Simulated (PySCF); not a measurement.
Species: C4H6S2Si.
Z-matrix (Å and degrees, PBE0-D3(BJ)/def2-SVP geometry), rows numbered from 1:
```
Si
S   1  2.1448
C   2  1.7689  1  102.82
C   3  1.4306  2  119.47  1  -177.55
C   4  1.3670  3  112.40  2  -179.87
S   5  1.7152  4  111.86  3     0.03
C   3  1.3749  2  128.35  1     2.61
H   1  1.4937  2  111.70  3   -61.43
H   1  1.4933  2  111.42  3    60.36
H   1  1.4892  2  103.80  3   179.56
H   4  1.0906  3  123.56  2     0.12
H   5  1.0891  4  127.82  3  -179.96
H   7  1.0888  3  128.84  2     0.07
```

All values: CAM-B3LYP/def2-SVPD (PySCF, non-relativistic), on one gas-phase PBE0-D3(BJ)/def2-SVP geometry that isn't relaxed in the solvent. The solvent is an IEF-PCM continuum (van der Waals radii × 1.2), and excitations are vertical TDDFT with non-equilibrium linear response and a frozen core. The model holds no explicit solvent molecules, cavitation or dispersion.

Gas-phase singlets (H = HOMO, L = LUMO):

| state | E (eV) | λ (nm) | f | leading configurations |
| --- | --- | --- | --- | --- |
| S1 | 5.183 | 239 | 0.097 | H→L 94% |
| S2 | 5.352 | 232 | 0.007 | H→L+1 62%, H→L+3 10% |
| S3 | 5.617 | 221 | 0.002 | H→L+2 79% |
| S4 | 5.864 | 211 | 0.054 | H-1→L 84%, H→L+6 9% |
| S5 | 6.040 | 205 | 0.003 | H→L+4 64%, H→L+1 11%, H→L+5 8% |

Give the list for cyclohexane (ε = 2.017), n² = 2.04.

| state | E (eV) | λ (nm) | f | leading configurations | change by rank (eV) |
| --- | --- | --- | --- | --- | --- |
| S1 | 5.151 | 241 | 0.143 | H→L 95% | -0.032 |
| S2 | 5.386 | 230 | 0.008 | H→L+1 60%, H→L+3 10% | +0.034 |
| S3 | 5.638 | 220 | 0.004 | H→L+2 75%, H→L+1 12% | +0.021 |
| S4 | 5.805 | 214 | 0.098 | H-1→L 88% | -0.059 |
| S5 | 6.089 | 204 | 0.007 | H→L+4 68% | +0.049 |

What are the lowest 5 singlets in chloroform (ε = 4.711)?

| state | E (eV) | λ (nm) | f | leading configurations | change by rank (eV) |
| --- | --- | --- | --- | --- | --- |
| S1 | 5.170 | 240 | 0.145 | H→L 95% | -0.013 |
| S2 | 5.427 | 228 | 0.007 | H→L+1 56%, H→L+3 10%, H→L+2 8% | +0.075 |
| S3 | 5.667 | 219 | 0.006 | H→L+2 68%, H→L+1 19% | +0.050 |
| S4 | 5.803 | 214 | 0.103 | H-1→L 88% | -0.061 |
| S5 | 6.133 | 202 | 0.012 | H→L+4 60%, H→L+3 16% | +0.093 |

How do the frontier levels move from gas to chloroform?

| orbital | gas (eV) | solvent (eV) | change (eV) | Löwdin shares, gas | Löwdin shares, solvent |
| --- | --- | --- | --- | --- | --- |
| LUMO+2 | 0.95 | 1.02 | +0.07 | S6 35 %, S2 20 %, Si1 18 %, H10 5 % | S6 29 %, S2 24 %, Si1 20 %, H10 5 % |
| LUMO+1 | 0.78 | 0.90 | +0.12 | Si1 34 %, S2 24 %, H8 12 %, H9 12 % | Si1 32 %, S2 29 %, H8 12 %, H9 11 % |
| LUMO | 0.38 | 0.43 | +0.05 | S6 22 %, C5 21 %, C7 20 %, C3 13 % | S6 22 %, C5 21 %, C7 20 %, C3 13 % |
| HOMO | -7.60 | -7.61 | -0.01 | S2 37 %, C3 16 %, S6 15 %, C7 14 % | S2 36 %, C3 16 %, S6 15 %, C7 15 % |
| HOMO-1 | -8.53 | -8.48 | +0.05 | C4 27 %, C5 24 %, C7 18 %, S6 17 % | C4 27 %, C5 24 %, C7 18 %, S6 18 % |
| HOMO-2 | -9.90 | -9.90 | 0.00 | S2 30 %, S6 21 %, C3 17 %, C5 8 % | S2 30 %, S6 20 %, C3 17 %, Si1 8 % |
| HOMO-3 | -10.33 | -10.33 | 0.00 | S2 56 %, Si1 14 %, C3 8 %, S6 7 % | S2 56 %, Si1 14 %, C3 8 %, S6 7 % |

The HOMO–LUMO gap goes from 7.98 to 8.03 eV.

Rough CPU time on one thread of a shared machine: about 80 s. This is the whole response run at CAM-B3LYP/def2-SVPD in chloroform, SCF included.
